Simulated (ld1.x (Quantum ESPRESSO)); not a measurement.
**Which change was made? (P, TM)**

```json
{
  "Element": "P",
  "Generator": "ld1.x (Quantum ESPRESSO) 7.5",
  "Type": "norm-conserving Troullier–Martins (Kleinman–Bylander form)",
  "Functional": "revPBE",
  "Relativity": "scalar-relativistic",
  "Frozen core": "[Ne]",
  "Valence charge": "5",
  "Reference configuration": "3s1.5 3p3.5",
  "Partial waves": "3s (bound): rc 1.55 bohr; 3p (bound): rc 1.20 bohr",
  "Local potential": "all-electron potential smoothed inside 1.20 bohr (lloc = -2)",
  "Core correction": "a·sin(br)/r model core inside 0.75 bohr"
}
```

Cutoffs, loose and tight: the cutoffs (Ry, on a coarse ladder) from which the occupation-weighted sum of valence levels, in a spherical-Bessel basis at the reference potential, stays within 10 and 1 mRy of its value at 400 Ry. They do not see the model core or the augmentation charge, which bear on the density cutoff. Test errors are all-electron minus pseudo excitation energies from the reference, over the configurations 3s2 3p3; 3s2 3p2; 3s2 3p1; 3s1 3p3; 3s2 3p3.3; 3s2 3p0; 3s0 3p5; variants that change the core or the reference have their own tests.

The base gives: outcome: generated; cutoff, loose: 70 Ry; cutoff, tight: 100 Ry; bound ghosts: none; largest test error (meV): +58.

Q: After one change the result is: outcome: generated; cutoff, loose: 15 Ry; cutoff, tight: 30 Ry; bound ghosts: none; largest test error (meV): +144. Which change was it?
A. all radii but the core radius scaled by about 0.80 (s 1.24, p 0.96 bohr); local potential all-electron potential smoothed inside 0.96 bohr (lloc = -2)
B. all radii but the core radius scaled by about 1.38 (s 2.14, p 1.66 bohr); local potential all-electron potential smoothed inside 1.66 bohr (lloc = -2)
C. all radii but the core radius scaled by about 1.10 (s 1.70, p 1.32 bohr); local potential all-electron potential smoothed inside 1.32 bohr (lloc = -2)

A: B. The others give: all radii but the core radius scaled by about 0.80 (s 1.24, p 0.96 bohr); local potential all-electron potential smoothed inside 0.96 bohr (lloc = -2) → outcome: generated; cutoff, loose: 300 Ry; cutoff, tight: over 300 Ry; bound ghosts: p; largest test error (meV): +48 | all radii but the core radius scaled by about 1.10 (s 1.70, p 1.32 bohr); local potential all-electron potential smoothed inside 1.32 bohr (lloc = -2) → outcome: generated; cutoff, loose: 55 Ry; cutoff, tight: 100 Ry; bound ghosts: none; largest test error (meV): +69.
